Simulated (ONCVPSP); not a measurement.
## Before and after: ONCV potential for chromium (Cr)

- Element: Cr
- Generator: ONCVPSP 4.0.1
- Type: optimised norm-conserving Vanderbilt (ONCV)
- Functional: PBE
- Relativity: fully relativistic
- Frozen core: [Ne]
- Valence charge: 14
- Reference configuration: 3s2 3p6 3d5 4s1
- Partial waves: 3s+4s: rc 1.55 bohr, ncon 4, nbas 8, qcut 7.9 1/bohr, 2 projectors; 3p: rc 0.85 bohr, ncon 4, nbas 8, qcut 10.8 1/bohr, 2 projectors, debl 0.7 Ha; 3d: rc 1.05 bohr, ncon 4, nbas 7, qcut 7.9 1/bohr, 2 projectors, debl 1.5 Ha
- Local potential: polynomial inside 0.60 bohr (lpopt 3, dvloc0 6 Ha)
- Core correction: Teter function, fcfact 5, rcfact 1.75

Open shells are filled in proportion to 2j + 1.

In the p channel the program set the typed energies aside and used -1.657, 0.250 Ha (j = l + 1/2; the other j can differ).

Change: all radii but the core radius scaled by about 1.19 (s 1.84, p 1.02, d 1.26 bohr); local potential polynomial inside 0.72 bohr (lpopt 3, dvloc0 6 Ha).

Cutoffs: the cutoffs (Ha) at which the residual kinetic energy of the hardest occupied pseudo-wave falls to 1 and 0.1 mHa per electron; they do not see the model core or the augmentation charge, which bear on the density cutoff. Errors are all-electron minus pseudo energies relative to the spin-unpolarised reference configuration.

Task: What does the change do?

Result: The potential gets softer (153 Ha and 200 Ha → 101 Ha and 118 Ha); of the 3 tests that both files solve, the error grows in 2 and shrinks in 1 by more than 15 % and 0.3 meV (median size 1.4 → 1.7 meV); neither file shows a bound ghost. A larger radius leaves more room for a smooth pseudo-wave, so fewer plane waves are needed.

| quantity | base | changed |
| --- | --- | --- |
| cutoff, loose | 153 Ha | 101 Ha |
| cutoff, tight | 200 Ha | 118 Ha |
| loose cutoff by channel | s 20 Ha, p 49 Ha, d 153 Ha | s 9.8 Ha, p 38 Ha, d 101 Ha |
| bound ghosts | none | none |
| GHOST(+) flags under 300 eV | s at 254.7 eV | none |
| tests with a reliable result | 3 of 4 | 3 of 4 |
| error for 3s2 3p6 3d5 4s0, meV [ΔE 6.90 eV] | +1.3 | +1.6 |
| error for 3s2 3p6 3d4 4s0, meV [ΔE 22.95 eV] | +1.4 | +1.7 |
| error for 3s2 3p5 3d5 4s1, meV [ΔE 51.52 eV] | +15 | -12 |
| rms error of d²Exc/dni dnj with the model core, mHa | 3.39 | 3.33 |
